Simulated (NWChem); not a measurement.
Species: CAuO, doublet; SMILES [O+]#[C-]->[Au]

In the optimisation the excess spin sits in a' (Cs, its own frame). This spin state was assumed; another may lie lower. def2 effective core potentials on Au; no spin-orbit coupling.

Q: Give the equilibrium geometry at PBE0/def2-SVP with def2 effective core potentials on Au, spin-unrestricted (NWChem) as an XYZ file, with the point group.

A: point group Cs; any orientation.
```
3

Au     0.0290    -0.4170     0.0000
O     -0.1918     2.5593     0.0000
C      0.3860     1.5740     0.0000
```
